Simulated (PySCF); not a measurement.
**RuOF₂: from structure and modes to constants**

These are results of UB3LYP/[Ru def2-SVP with ECP28, O def2-SVP, F def2-SVP], scalar-relativistic core potentials, density fitting, no spin–orbit coupling, PySCF, not measurements.

The triplet minimum has C2v symmetry. Masses (u): Ru 101.90435, O 15.99492, F 18.99840.

```xyz
4
charge 0 multiplicity 3, angstrom
Ru    0.0000    0.0000    0.0398
O     0.0000    0.0000    1.6927
F     1.6245    0.0000   -0.8192
F    -1.6245    0.0000   -0.8192
```

Harmonic wavenumbers (cm⁻¹): 145.9 (a1, ×1), 153.8 (b1, ×1), 236.3 (b2, ×1), 647.7 (a1, ×1), 699.0 (b2, ×1), 1033.5 (a1, ×1).

(1) Find the principal moments of inertia and the rotational constants. What kind of rotor is it?

(2) Find the vibrational entropy and heat capacity at 298.15 K.

(3) Give the standard entropy (298.15 K, 1 bar) by its translational, rotational, vibrational and spin parts, and Cp.

Answers

(1) About the centre of mass I = 71.49, 100.27, 171.76 u Å². With B = 16.8576/I this gives 0.2358, 0.1681, 0.09815 cm⁻¹. The molecule is an asymmetric top with κ = 0.02.

(2) With u = 1.43878 ω/T, each mode gives S = R[u/(eᵘ−1) − ln(1−e⁻ᵘ)] and C = R u² eᵘ/(eᵘ−1)².
```json
{"ω (cm⁻¹)": "145.9", "u": "0.704", "S (J/(mol K))": "11.40", "C (J/(mol K))": "7.98"}
{"ω (cm⁻¹)": "153.8", "u": "0.742", "S (J/(mol K))": "10.98", "C (J/(mol K))": "7.94"}
{"ω (cm⁻¹)": "236.3", "u": "1.140", "S (J/(mol K))": "7.66", "C (J/(mol K))": "7.47"}
{"ω (cm⁻¹)": "647.7", "u": "3.126", "S (J/(mol K))": "1.57", "C (J/(mol K))": "3.90"}
{"ω (cm⁻¹)": "699.0", "u": "3.373", "S (J/(mol K))": "1.29", "C (J/(mol K))": "3.48"}
{"ω (cm⁻¹)": "1033.5", "u": "4.987", "S (J/(mol K))": "0.34", "C (J/(mol K))": "1.43"}
```
The sums over all modes are S = 33.2 and C = 32.2 J/(mol K); the softest mode gives 34 % of the entropy.

(3) Sackur–Tetrode with M = 155.90 u gives 171.8; rotation with symmetry number 2 gives 101.1; vibration 33.2; spin R ln 3 = 9.1. The total is 315.3 J/(mol K), and Cp = 4 R + 32.2 = 65.5 J/(mol K).

This need not be the most stable arrangement of these atoms. Other spin states or occupations of the open shell can lie lower.
